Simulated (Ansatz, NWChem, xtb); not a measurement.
**Ligand exchange: BBr2Cl + C2H4ClF → BBr2F + C2H4Cl2**

Gas-phase species: BBr2Cl (dibromo(chloro)borane) `ClB(Br)Br`, singlet; C2H4ClF `FCCCl`, singlet; BBr2F (dibromofluoroborane) `FB(Br)Br`, singlet; C2H4Cl2 `ClCCCl`, singlet. The partners trade Cl for F: B–Cl and C–F bonds give way to B–F and C–Cl.

Shapes, held fixed at every level: PBE0-D4/def2-TZVP. Flexible molecules stand in one conformer, not always the lowest. Programs: Ansatz 0.2.0, NWChem 7.3.0, xtb 6.7.1. The zero-point and thermal change to 298 K, harmonic and unscaled (PBE0-D4/def2-TZVP), is -0.1 kJ/mol.

```
              level                    kind  ΔH(298 K) (kJ/mol)  less CCSD(T)/def2-TZVPP
           GFN2-xTB          semi-empirical               -51.5                    +23.8
      HF/def2-TZVPP            Hartree–Fock               -78.1                     -2.8
      PBE0/def2-SVP           global hybrid               -65.7                     +9.6
B3LYP-D4/def2-TZVPP           global hybrid               -73.6                     +1.7
 wB97X-V/def2-TZVPP  range-separated hybrid               -73.0                     +2.3
       MP2/def2-SVP     perturbation theory               -70.2                     +5.1
      CCSD/def2-SVP   coupled cluster or CI               -67.5                     +7.8
    CCSD/def2-TZVPP   coupled cluster or CI               -76.2                     -0.9
 CCSD(T)/def2-TZVPP   coupled cluster or CI               -75.3                      0.0
```

The highest level, CCSD(T)/def2-TZVPP, gives ΔH(298 K) = -75.3 kJ/mol; the levels span -78.1 to -51.5. The column of differences is taken from that level and isn't an error. No measured value is set beside it here. Relativity is left out for Br. Outer-core shells of Br are correlated, in sets that cover them unevenly.
